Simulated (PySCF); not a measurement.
Molecule: `InChI=1S/C4H10Cl2SSi/c1-2-3-4-7-8(5)6/h8H,2-4H2,1H3`.

Molfile (atoms numbered from 1):
```
C4H10Cl2SSi
     RDKit          3D

 18 17  0  0  0  0  0  0  0  0999 V2000
   -1.6672    1.0121    0.0685 C   0  0  0  0  0  0  0  0  0  0  0  0
   -0.5933    0.2402    0.8168 C   0  0  0  0  0  0  0  0  0  0  0  0
    0.3149   -0.5571   -0.1067 C   0  0  0  0  0  0  0  0  0  0  0  0
    1.4331   -1.3180    0.5854 C   0  0  0  0  0  0  0  0  0  0  0  0
    2.5743   -0.3067    1.6142 S   0  0  0  0  0  0  0  0  0  0  0  0
    3.2573    1.0915    0.1853 Si  0  0  0  0  0  4  0  0  0  0  0  0
    4.8751    2.0153    1.0443 Cl  0  0  0  0  0  0  0  0  0  0  0  0
    3.8082    0.1331   -1.5605 Cl  0  0  0  0  0  0  0  0  0  0  0  0
   -2.3102    0.3407   -0.5229 H   0  0  0  0  0  0  0  0  0  0  0  0
   -1.2208    1.7386   -0.6297 H   0  0  0  0  0  0  0  0  0  0  0  0
   -2.3161    1.5718    0.7583 H   0  0  0  0  0  0  0  0  0  0  0  0
   -1.0592   -0.4470    1.5449 H   0  0  0  0  0  0  0  0  0  0  0  0
    0.0218    0.9336    1.4145 H   0  0  0  0  0  0  0  0  0  0  0  0
    0.7429    0.1075   -0.8794 H   0  0  0  0  0  0  0  0  0  0  0  0
   -0.2832   -1.2974   -0.6678 H   0  0  0  0  0  0  0  0  0  0  0  0
    1.0280   -2.0490    1.3023 H   0  0  0  0  0  0  0  0  0  0  0  0
    2.0464   -1.8692   -0.1419 H   0  0  0  0  0  0  0  0  0  0  0  0
    2.2851    2.1411   -0.2018 H   0  0  0  0  0  0  0  0  0  0  0  0
  1  2  1  0
  2  3  1  0
  3  4  1  0
  4  5  1  0
  5  6  1  0
  6  7  1  0
  6  8  1  0
  1  9  1  0
  1 10  1  0
  1 11  1  0
  2 12  1  0
  2 13  1  0
  3 14  1  0
  3 15  1  0
  4 16  1  0
  4 17  1  0
  6 18  1  0
M  END
```

Geometry PBE0-D3(BJ)/def2-SVP throughout; GIAO in PySCF 2.14, gas phase, one conformer, non-relativistic; equivalent atoms averaged; basis pcSseg-1.

(1) How do the absolute shieldings σ depend on the functional? (a selection of nuclei; ppm; last column core-seconds on shared hosts with different chips, so compare them loosely)

(2) Which nucleus among those listed moves most, in ppm?

Results:

(1) 
| functional | kind | C4 | C2 | S5 | Si6 | Cl7/Cl8 | H18 | H12/H13 | H14/H15 | H9/H10/H11 | core-s |
| --- | --- | --- | --- | --- | --- | --- | --- | --- | --- | --- | --- |
| BLYP | GGA | 135.0 | 149.6 | 523.1 | 293.2 | 822.0 | 24.84 | 29.83 | 29.94 | 30.36 | 78 |
| BP86 | GGA | 140.6 | 155.5 | 543.3 | 302.8 | 827.7 | 24.62 | 29.76 | 29.86 | 30.28 | 78 |
| OPBE | GGA | 148.4 | 162.2 | 584.6 | 334.5 | 855.4 | 24.75 | 29.76 | 29.87 | 30.28 | 82 |
| KT2 | GGA | 144.7 | 158.9 | 567.3 | 332.9 | 837.2 | 24.55 | 29.66 | 29.76 | 30.19 | 83 |
| KT3 | GGA | 144.2 | 157.6 | 573.5 | 341.6 | 851.5 | 24.99 | 29.82 | 29.94 | 30.34 | 50 |
| B3LYP | global hybrid | 141.5 | 155.3 | 554.9 | 307.8 | 848.4 | 25.15 | 29.93 | 30.06 | 30.39 | 35 |
| PBE0 | global hybrid | 148.5 | 162.0 | 584.8 | 322.3 | 861.5 | 24.98 | 29.85 | 29.98 | 30.30 | 62 |
| WP04 | global hybrid | 132.9 | 147.7 | 527.3 | 310.4 | 852.0 | 25.94 | 30.19 | 30.30 | 30.61 | 68 |
| BHandHLYP | global hybrid | 149.7 | 162.0 | 596.8 | 331.2 | 882.3 | 25.58 | 30.08 | 30.23 | 30.45 | 65 |
| wB97X-D | range-separated hybrid | 150.0 | 162.7 | 588.1 | 321.9 | 866.3 | 25.28 | 30.01 | 30.14 | 30.41 | 82 |

(2) S5 (sulfur bonded to C, Si): from 523.1 ppm with BLYP to 596.8 ppm with BHandHLYP. The smallest spread is 0.43 ppm, at H9/H10/H11. Proton shifts span only some 12 ppm, so a few tenths of a ppm matter as much there as several ppm in carbon.
